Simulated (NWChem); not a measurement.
The numbers come from NWChem runs, not from measurements. System: AlClF₂, charge 1, spin multiplicity 2, at the geometry of a parent with another charge or spin, in a state set for the comparison that need not be this species' ground state. Its SCF solution wasn't tested for a lower state. Level: UMP2/6-311++G** (spherical d), 12 core orbitals frozen.

Input file:

```
start mol
memory heap 200 mb stack 900 mb global 1100 mb
charge 1
geometry units angstroms nocenter noautoz
  Al     0.000000     0.000000     0.418259
  F     -1.418292     0.000000     1.254619
  F      1.418292     0.000000     1.254619
  Cl     0.000000     0.000000    -1.648266
  symmetry group C2v
end
basis spherical
  * library 6-311++g**
end
scf
  uhf
  nopen 1
  maxiter 100
  thresh 1e-7
  semidirect memsize 60000000 filesize 0
  # guess.movecs holds the orbitals of an unrestricted PBE0 run
  vectors input guess.movecs output mol.movecs
end
mp2
  freeze core 12
end
task mp2 energy
```

Part of the output:

```
             Northwest Computational Chemistry Package (NWChem) 7.3.0
             --------------------------------------------------------

                                NWChem Input Module
                                -------------------

 Scaling coordinates for geometry "geometry" by  1.889725989
 (inverse scale =  0.529177249)

 Turning off AUTOSYM since
 SYMMETRY directive was detected!

                             Geometry "geometry" -> ""
                             -------------------------

 Output coordinates in angstroms (scale by  1.889725989 to convert to a.u.)

  No.       Tag          Charge          X              Y              Z
 ---- ---------------- ---------- -------------- -------------- --------------
    1 Al                  13.0000     0.00000000     0.00000000     0.41825900
    2 F                    9.0000    -1.41829200     0.00000000     1.25461900
    3 F                    9.0000     1.41829200     0.00000000     1.25461900
    4 Cl                  17.0000     0.00000000     0.00000000    -1.64826600

 Effective nuclear repulsion energy (a.u.)     197.0275030858

            Nuclear Dipole moment (a.u.)
            ----------------------------
        X                 Y               Z
 ---------------- ---------------- ----------------
     0.0000000000     0.0000000000    -0.0000245664

      Symmetry information
      --------------------

 Group name             C2v
 Group number             16
 Group order               4
 No. of unique centers     3

      Symmetry unique atoms

     1    2    4


 Summary of "ao basis" -> "" (spherical)
 ------------------------------------------------------------------------------
       Tag                 Description            Shells   Functions and Types
 ---------------- ------------------------------  ------  ---------------------
 *                         6-311++g**                 on all atoms

 Summary of "ao basis" -> "ao basis" (spherical)
 ------------------------------------------------------------------------------
       Tag                 Description            Shells   Functions and Types
 ---------------- ------------------------------  ------  ---------------------
 Al                        6-311++g**               14       30   7s6p1d
 F                         6-311++g**               10       22   5s4p1d
 Cl                        6-311++g**               14       30   7s6p1d

                                 NWChem SCF Module
                                 -----------------

  ao basis        = "ao basis"
  functions       =   104
  atoms           =     4
  alpha electrons =    24
  beta  electrons =    23
  charge          =   1.00
  wavefunction    = UHF
  use symmetry    = T
  symmetry adapt  = T

 Summary of "ao basis" -> "ao basis" (spherical)
 ------------------------------------------------------------------------------
       Tag                 Description            Shells   Functions and Types
 ---------------- ------------------------------  ------  ---------------------
 Al                        6-311++g**               14       30   7s6p1d
 F                         6-311++g**               10       22   5s4p1d
 Cl                        6-311++g**               14       30   7s6p1d

      Symmetry analysis of basis
      --------------------------

        a1         46
        a2          8
        b1         30
        b2         20

 Forming initial guess at       0.0s

   Symmetry analysis of molecular orbitals - initial alpha
[...]
   Mulliken analysis of the beta density
   -------------------------------------

    Atom       Charge   Shell Charges
 -----------   ------   -------------------------------------------------------
    1 Al  13     6.01   0.39  0.59  0.49  0.51  0.28  0.06  1.06  1.91  0.27  0.19  0.07  0.01 -0.01  0.18
    2 F    9     4.64   0.54  0.46  0.57  0.53  1.21  0.47  0.95 -0.08 -0.01  0.00
    3 F    9     4.64   0.54  0.46  0.57  0.53  1.21  0.47  0.95 -0.08 -0.01  0.00
    4 Cl  17     7.71   0.39  0.59  0.45  0.54  0.52  0.50  3.68 -0.73  0.40  1.12  0.35 -0.06 -0.04  0.01

   Mulliken analysis of the spin density
   -------------------------------------

    Atom       Charge   Shell Charges
 -----------   ------   -------------------------------------------------------
    1 Al  13    -0.04  -0.00  0.00 -0.00  0.00 -0.01 -0.01 -0.00  0.00 -0.01  0.00 -0.01 -0.00  0.00  0.00
    2 F    9     0.01  -0.00  0.00  0.00  0.00  0.00 -0.00  0.00 -0.00  0.00 -0.00
    3 F    9     0.01  -0.00  0.00  0.00  0.00  0.00 -0.00  0.00 -0.00  0.00 -0.00
    4 Cl  17     1.03   0.00 -0.00  0.00 -0.00  0.01  0.02  0.05 -0.03  0.19  0.65  0.15  0.02 -0.03  0.00

       Multipole analysis of the density wrt the origin
       ------------------------------------------------

     L   x y z        total         alpha         beta         nuclear
     -   - - -        -----         -----         ----         -------
     0   0 0 0      1.000000    -24.000000    -23.000000     48.000000

     1   1 0 0     -0.000000      0.000000     -0.000000      0.000000
     1   0 1 0      0.000000      0.000000      0.000000      0.000000
     1   0 0 1     -2.543693      0.228939     -2.772607     -0.000025

     2   2 0 0    -25.940736    -78.729246    -76.512371    129.300881
     2   1 1 0     -0.000000     -0.000000      0.000000      0.000000
     2   1 0 1     -0.000000      0.000000     -0.000000      0.000000
     2   0 2 0    -19.684158    -10.132007     -9.552151      0.000000
     2   0 1 1      0.000000      0.000000      0.000000      0.000000
     2   0 0 2    -18.706272   -151.378847   -141.559240    274.231815

                   NWChem MP2 Semi-direct Energy/Gradient Module
                   ---------------------------------------------

  Basis functions       =    104
  Molecular orbitals    =    104
  Frozen core           =     12
  Frozen virtuals       =      0
  Active alpha occupied =     12
  Active beta occupied  =     11
  Active alpha virtual  =     80
  Active beta virtual   =     81
  Use MO symmetry       = T
  Use skeleton AO sym   = T

  AO/Fock/Back tols     =   1.0D-09  1.0D-09  1.0D-09

 GA uses MA = F    GA memory limited = T

 Available:
  local mem=  1.26D+08
 global mem=  1.44D+08
 local disk=  0.00D+00
  mp2_memr nvloc                    80
  nvloc new                    80
   1 passes of  12:        3145728                      46544                  16126411.
   1 passes of  12: M    126151665           G      144157568           F     123005937.

 Semi-direct pass number   1 of   1  for UHF alpha       at        1.1s
  vrange nnbf                  4935
  mp2_eaftype                    61  avail_ma_in_mb                  1099
 EAF : mp2_eaftype filesize          61    8063205.
  mp2_eaf for mointskh                     61
Node 0 wrote     37.9 Mb in      0.0 s     Agg I/O rate:  6985.9 Mb/s
 Done moints_semi at        2.3s
  mp2_eaftype                    61  avail_ma_in_mb                  1038
 EAF : mp2_eaftype filesize          61    8063205.
  mp2_eaf for kh                    61
 Done maket at        2.4s
 Done multipass loop at        2.4s

 GA uses MA = F    GA memory limited = T

 Available:
  local mem=  1.26D+08
 global mem=  1.44D+08
 local disk=  0.00D+00
  mp2_memr nvloc                    81
  nvloc new                    81
   1 passes of  11:        3145728                      44785                  14968660.
   1 passes of  11: M    126151665           G      144157568           F     123005937.

 Semi-direct pass number   1 of   1  for UHF beta        at        2.4s
  vrange nnbf                  4935
  mp2_eaftype                    57  avail_ma_in_mb                  1099
 EAF : mp2_eaftype filesize          57    7484330.
  mp2_eaf for mointskh                     57
Node 0 wrote     35.2 Mb in      0.0 s     Agg I/O rate:  7168.2 Mb/s
 Done moints_semi at        3.5s
  mp2_eaftype                    57  avail_ma_in_mb                  1042
 EAF : mp2_eaftype filesize          57    7484330.
  mp2_eaf for kh                    57
 Done maket at        3.6s
 Done multipass loop at        3.6s

          -------------------------------------------
          SCF energy                -900.154284409344
          Correlation energy          -0.586013112496
          Singlet pairs                0.000000000000
          Triplet pairs                0.000000000000
          Total MP2 energy          -900.740297521840
          -------------------------------------------

          ---------------------------------------------------
                    Spin Component Scaled (SCS) MP2
          Same spin pairs                     -0.158453554257
          Same spin scaling factor             0.333333333333
          Opposite spin pairs                 -0.427559558239
          Opposite spin scaling fact.          1.200000000000
          SCS-MP2 correlation energy          -0.565889321306
          Total SCS-MP2 energy              -900.720173730650
          ---------------------------------------------------

 -----------------------
 Performance information
 -----------------------

 Timer overhead =  1.20D-07 seconds/call

               Nr. of calls         CPU time (s)                 Wall time (s)                GFlops
             ---------------    -------------------     ------------------------------   -------------------
Name         Min   Avg   Max    Min     Avg     Max     Min     Avg     Max   Mx/calls   Min     Max     Sum
mp2: moin     2     2     2    2.4     2.4     2.4      2.4     2.4     2.4     1.2      0.0     0.0     0.0
mp2: make     2     2     2   0.18    0.18    0.18     0.18    0.18    0.18    9.09E-2   0.0     0.0     0.0
mp2: tota     1     1     1    2.6     2.6     2.6      2.6     2.6     2.6     2.6      0.0     0.0     0.0

 The average no. of pstat calls per process was 5.00D+00
 with a timing overhead of 6.00D-07s

 Task  times  cpu:        3.6s     wall:        3.6s

 Total times  cpu:        3.6s     wall:        3.6s
```
